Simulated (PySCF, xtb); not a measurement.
HgCl, SMILES [Cl][Hg+], charge +1.

GFN2-xTB (xtb) at its own geometry gives an orbital gap of 2.20 eV.

Coordinates come from a B3LYP-D3(BJ)/def2-TZVPD optimisation. The spin state was assumed, not searched. The def2 effective core potentials stand for the cores of Hg; spin–orbit coupling is left out.

Q: What does HF/def2-TZVPD in PySCF give? (The exact figures need the calculation; the answer reports its results.)

A: gap 9.87 eV (levels -17.87 and -8.01 eV).
